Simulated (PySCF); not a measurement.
# Molecular orbitals of TeI

PBE0 at R = 2.662 Å; basis Te cc-pVTZ-PP with ECP28, I cc-pVTZ-PP with ECP28; scalar-relativistic core potentials; PySCF 2.14. State: ²Π (doublet), unpaired electrons π ↑. Only the outer orbitals are listed, counted within each symmetry, core potentials removing the inner ones.

```tsv
spin	orbital	occ.	ε (eV)	on Te (%)	main shells (%)
α	7σ	1	-20.29	22	76 I s, 19 Te s
α	8σ	1	-17.08	76	75 Te s, 20 I s
α	9σ	1	-9.89	44	54 I p, 39 Te p
α	5π	1	-9.06	41	59 I p, 40 Te p
α	5π	1	-8.62	25	74 I p, 24 Te p
α	6π	1	-7.21	60	59 Te p, 40 I p
α	6π	1	-6.46	75	75 Te p, 24 I p
α	10σ	0	-2.80	61	59 Te p, 39 I p
α	11σ	0	2.45	74	64 Te s, 21 I s
α	7π	0	4.00	62	60 Te d, 37 I d
β	7σ	1	-20.09	17	82 I s, 14 Te s
β	8σ	1	-16.29	79	79 Te s, 16 I s
β	9σ	1	-9.72	43	55 I p, 36 Te p
β	5π	1	-8.54	22	78 I p, 21 Te p
β	5π	1	-8.34	14	86 I p, 12 Te p
β	6π	1	-6.22	78	78 Te p, 21 I p
β	6π	0	-4.29	86	86 Te p, 13 I p
β	10σ	0	-2.56	63	62 Te p, 36 I p
β	11σ	0	2.66	66	58 Te s, 28 I s
```

Which are the highest filled and the lowest empty level, where do they sit, and how wide is the gap?

Highest filled β 6π at -6.22 eV (in %: 78 Te p, 21 I p); lowest empty β 6π at -4.29 eV (in %: 86 Te p, 13 I p); the gap at PBE0 is 1.93 eV. Both belong to one degenerate shell, split only by its one-sided filling, so this is no excitation gap.

| Property | Result |
| --- | --- |
| bond order (Mayer) | 1.29 |
| ⟨S²⟩ | 0.754 |
| charge on Te (Mulliken, basis-dependent) | 0.05 |
| charge on Te (Löwdin, basis-dependent) | 0.00 |
| dipole moment (positive dipole means Te(−)I(+)) | -0.43 D |
| polarisability along the bond | 101.4 bohr³ |
| polarisability across the bond | 48.8 bohr³ |

Spin–orbit coupling is left out. The state was picked by a PBE0 search and need not be the measured ground state.
